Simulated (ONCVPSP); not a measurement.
# W (Z = 74): one change to an ONCV potential, before and after

```
Element                 : tungsten (W)
Generator               : ONCVPSP 4.0.1
Type                    : optimised norm-conserving Vanderbilt (ONCV)
Functional              : LDA (Perdew-Wang 92)
Relativity              : scalar-relativistic
Frozen core             : [Kr] 4d10 4f14
Valence charge          : 14
Reference configuration : 5s2 5p6 5d4 6s2
Partial waves           : 5s+6s: rc 1.80 bohr, ncon 4, nbas 7, qcut 7.5 1/bohr, 2 projectors; 5p: rc 1.75 bohr, ncon 5, nbas 9, qcut 8.3 1/bohr, 2 projectors, debl 3 Ha; 5d: rc 2.25 bohr, ncon 4, nbas 8, qcut 7.3 1/bohr, 2 projectors, debl 0.6 Ha
Local potential         : polynomial inside 1.55 bohr (lpopt 5, dvloc0 0 Ha)
Core correction         : none
```

Change: d: rc 3.18.

Cutoffs: the cutoffs (Ha) at which the residual kinetic energy of the hardest occupied pseudo-wave falls to 1 and 0.1 mHa per electron; they do not see the model core or the augmentation charge, which bear on the density cutoff. Errors are all-electron minus pseudo energies relative to the spin-unpolarised reference configuration.

**Question.** Predict the effect on cutoff, ghosts and configuration errors.

**Answer.** The potential gets neither clearly harder nor softer (25 Ha and 29 Ha → 25 Ha and 29 Ha); the p channel sets the loose cutoff, while the largest relative change is in d, which becomes softer; of the 4 tests that both files solve, the error grows in 2 and shrinks in 1 by more than 15 % and 0.3 meV (median size 4.3 → 3.0 meV); neither file shows a bound ghost.

```csv
quantity,base,changed
"cutoff, loose",25 Ha,25 Ha
"cutoff, tight",29 Ha,29 Ha
loose cutoff by channel,"s 18 Ha, p 25 Ha, d 15 Ha","s 18 Ha, p 25 Ha, d 9.7 Ha"
bound ghosts,none,none
GHOST(+) flags under 300 eV,s at 273.4 eV,s at 273.4 eV
"error for 5s2 5p6 5d4 6s1, meV [ΔE 9.13 eV]",-2.7,-2.4
"error for 5s2 5p6 5d4 6s0, meV [ΔE 25.14 eV]",-6.0,-8.4
"error for 5s2 5p6 5d3 6s0, meV [ΔE 50.85 eV]",-14,+1.5
"error for 5s2 5p6 5d4 6s0 6p2, meV [ΔE 9.43 eV]",-1.6,-3.7
s: phases at 1.83 bohr within 0.05 rad from the reference energy up to (Ha; the scan ends near 5),to the end of the scan,to the end of the scan
p: phases at 1.77 bohr within 0.05 rad from the reference energy up to (Ha; the scan ends near 5),to the end of the scan,to the end of the scan
```
